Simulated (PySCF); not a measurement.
Ligand exchange on a metal centre used in film growth or etching (Zn OH-Br). Gas-phase values, no solvent. One relaxed conformer stands for each flexible species; it need not be the lowest.

The HOMO from two functionals at the same geometries (BP86-D3(BJ)/def2-SVP), both in PySCF: PBE-D3(BJ)/def2-TZVP and TPSSh-D3(BJ)/def2-TZVP. 

```json
[
 {"species": "0 of 2 OH replaced by Br ([Zn(OH)2])", "TPSSh-D3(BJ)/def2-TZVP (eV)": "-7.47"},
 {"species": "1 of 2 OH replaced by Br ([Zn(OH)(Br)])", "TPSSh-D3(BJ)/def2-TZVP (eV)": "-7.60"},
 {"species": "2 of 2 OH replaced by Br ([Zn(Br)2])", "TPSSh-D3(BJ)/def2-TZVP (eV)": "-7.90"}
]
```

What does PBE-D3(BJ)/def2-TZVP give for each?


- 0 of 2 OH replaced by Br ([Zn(OH)2]): -6.76
- 1 of 2 OH replaced by Br ([Zn(OH)(Br)]): -6.92
- 2 of 2 OH replaced by Br ([Zn(Br)2]): -7.31
Over these rows, drawn at random from the members with no instability flagged (it was tested for open shells, ions and some series alone), PBE minus TPSSh-D3(BJ): mean +0.66 eV, from +0.59 eV to +0.71 eV.
